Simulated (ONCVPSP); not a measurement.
iridium, ONCV: configuration errors across variants

* Element: Ir (Z = 77)
* Generator: ONCVPSP 4.0.1
* Type: optimised norm-conserving Vanderbilt (ONCV)
* Functional: PBE
* Relativity: scalar-relativistic
* Frozen core: [Kr] 4d10
* Valence charge: 31
* Reference configuration: 4f14 5s2 5p6 5d8 6s1
* Partial waves: 5s+6s: rc 1.25 bohr, ncon 4, nbas 7, qcut 7.8 1/bohr, 2 projectors; 5p: rc 1.20 bohr, ncon 4, nbas 7, qcut 5.4 1/bohr, 1 projector; 5d: rc 2.50 bohr, ncon 3, nbas 8, qcut 5.3 1/bohr, 2 projectors, debl 2.1 Ha; 4f: rc 0.65 bohr, ncon 4, nbas 8, qcut 21.7 1/bohr, 1 projector
* Local potential: polynomial inside 0.55 bohr (lpopt 3, dvloc0 1 Ha)
* Core correction: Teter function fitted to the true core (icmod 2), fcfact 0.55

All-electron excitation energies from the reference (eV): (1) 4f14 5s2 5p6 5d7 6s2 0.334; (2) 4f14 5s2 5p6 5d7 6s1 10.213; (3) 4f14 5s2 5p6 5d7 6s0 27.682.

3 further variants failed, have other tests or too few solved ones, and are left out.

A true bound ghost makes a file unfit for plane-wave use even where its test errors are small: the radial tests pick states by their node count and pass the ghost by.

Errors AE − PS in meV (a dash: test not solved or not reliable):

```tsv
change	(1)	(2)	(3)	bound ghosts	GHOST(+) flags above zero
base	+35	+17	-6.2	s, p	d
s: qcut 5	+33	+17	-6.4	s, p	d
s: qcut 7.3	+35	+17	-6.2	s, p	d
s: qcut 7.9	+35	+17	-6.2	s, p	d
```

Problem. Give the same row for: s: qcut 6.2.

Solution. +34, +17, -6.3; bound ghosts: s, p; GHOST(+) flags above zero: d.
